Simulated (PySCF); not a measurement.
Computed shifts of a molecule C2H7ClSi2, PySCF with PBE/pcSseg-1, GIAO, gas phase, atoms alike by connectivity averaged where their shifts nearly agree, in ppm (number of nuclei): ¹³C: 148.3 (1), 136.6 (1). ²⁹Si: -19.3 (1), -65.1 (1). ¹H: 6.62 (2), 6.43 (1), 5.57 (2), 4.70 (1), 4.49 (1). References: ¹³C against TMS (σ = 182.0 ppm); ²⁹Si against TMS (σ = 335.4 ppm); ³⁵Cl against HCl (σ = 936.5 ppm); ¹H against TMS (σ = 31.49 ppm), references at their B3LYP-D3(BJ)/def2-TZVP geometries, non-relativistic (without spin–orbit terms, shifts of atoms bonded to Cl or Br come out too high). The structure is a stationary point at TPSSh-D3(BJ)/def2-SVP. Other conformers were not sampled.

Question: Pick the molecule that these values belong to.
(A) C=C[SiH2][SiH2]Cl
(B) Cl[SiH]1C[SiH2]C1
(C) C=C[Si@H]([SiH3])Cl
(D) C=C(Cl)[SiH2][SiH3]

Answer: A, C=C[SiH2][SiH2]Cl
